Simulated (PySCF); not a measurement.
Parent: `[O:1]=[C:2]([OH:3])[GeH3:4]` with O1–C2–O3–H 0°, CH4GeO2.

Method used: PBE0-D3(BJ)/def2-SVP geometry optimisation, gas phase (PySCF). One conformer each, not checked by frequencies here.

| coordinate of the parent | value |
| --- | --- |
| O1=C2 | 1.200 Å |
| C2–O3 | 1.340 Å |
| C2–Ge4 | 1.993 Å |
| O1–C2–O3 | 123.0° |
| O1–C2–Ge4 | 124.6° |
| O3–C2–Ge4 | 112.3° |

Task: How does the shared frame change in `[NH2:1][GeH2:2][C:3](=[O:4])[OH:5]` with H–N1–Ge2–C3 65° and -62°, N1–Ge2–C3–O4 83°, Ge2–C3–O5–H 177°, CH5GeNO2? Atoms pair as O1 = O4, C2 = C3, O3 = O5, Ge4 = Ge2 (parent first).

Result: 
```
   parent   relative  value in the relative  change
    O1=C2      O4=C3                1.203 Å  +0.003
    C2–O3      C3–O5                1.342 Å  +0.002
   C2–Ge4     C3–Ge2                2.003 Å  +0.010
 O1–C2–O3   O4–C3–O5                 122.6°    -0.4
O1–C2–Ge4  O4–C3–Ge2                 124.0°    -0.6
O3–C2–Ge4  O5–C3–Ge2                 113.3°    +1.0
```

Of the parent's bonds, C2–Ge4 changes most (+0.010 Å). Bonds of the relative outside the shared frame: N1–Ge2 1.831 Å.
